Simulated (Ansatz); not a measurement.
The same group exchange along the group B, Al, Ga, In.

Calculated with Ansatz (gas phase, PBE0-D4/def2-TZVP geometries, no zero-point term in ΔE). CCSD(T)/CBS adds triple-zeta CCSD(T) − MP2 to the extrapolated MP2 energy (def2 sets, frozen cores). This one scheme is used for every species. Functionals use def2-TZVPP. B3LYP here is the variant with VWN-RPA as its local correlation; programs differ in this. def2 core potentials past Kr. For Ga, In outer-core shells are correlated without core-valence functions, which leaves a few kJ/mol of doubt a bond. Scalar relativity is left out up to krypton. One conformer a species, not always the lowest.

```
                                                               reaction  B3LYP-D4 (kJ/mol)  ωB97X-V (kJ/mol)  ωB97M-V (kJ/mol)
                            `CB(C)N` + `CCCCCCl` → `CB(N)Cl` + `CCCCCC`                -98              -100              -100
`[CH3][Al]([CH3])[NH2]` + `CCCCCCl` → `[CH3][Al]([NH2])[Cl]` + `CCCCCC`               -178              -181              -180
`[CH3][Ga]([CH3])[NH2]` + `CCCCCCl` → `[CH3][Ga]([NH2])[Cl]` + `CCCCCC`               -149              -152              -150
`[CH3][In]([CH3])[NH2]` + `CCCCCCl` → `[CH3][In]([NH2])[Cl]` + `CCCCCC`               -160              -161              -159
```

Give the CCSD(T)/CBS values in the same order. (Estimate.)

Ansatz gave: -100, -182, -147, -159 kJ/mol.

Largest T1 diagnostic: 0.013, for `[CH3][In]([NH2])[Cl]`.
